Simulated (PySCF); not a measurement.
Basis and Hamiltonian dependence of the excitation energy of Mn

Mn [Ar] 3d5 4s2 (6S) → Mn [Ar] 3d4 4s2 5s1, s spin flipped. Calculated with PySCF 2.14 from differences of total energies of unrestricted determinants, without spin-orbit coupling. Values in eV.

```csv
basis,Hamiltonian,functions,UHF,PBE,PBE0,MP2 (valence)
ANO-RCC-VTZP,spin-free X2C,59,12.508,13.175,13.097,12.981
"x2c-TZVPPall with one added diffuse shell each of s, p, d, f type",spin-free X2C,80,10.728,11.955,11.796,11.405
dyall-av2z,non-relativistic,101,n/a,12.294,12.139,n/a
aug-cc-pVQZ,non-relativistic,140,n/a,12.141,12.004,n/a
"aug-cc-pwCVTZ-DK with one added diffuse shell each of s, p, d, f, g type",spin-free X2C,152,10.641,11.839,11.690,11.352
```

Frozen in the all-electron rows: valence: [Ar].

At MP2 (valence), ANO-RCC-VTZP lies more than 0.3 eV from the median of the rows with comparable relativity. Of these, ANO-RCC-VTZP has no diffuse functions of the l that the added or promoted electron needs.

In the upper determinant the s electron has its spin opposite to the other open shell, which mixes two multiplicities. Non-relativistic rows lack the scalar-relativistic shift. The upper state lies above the first ionisation limit, but in LS coupling its spin forbids autoionisation to the ground ion. A Rydberg-like electron needs more diffuse functions than a valence basis has.
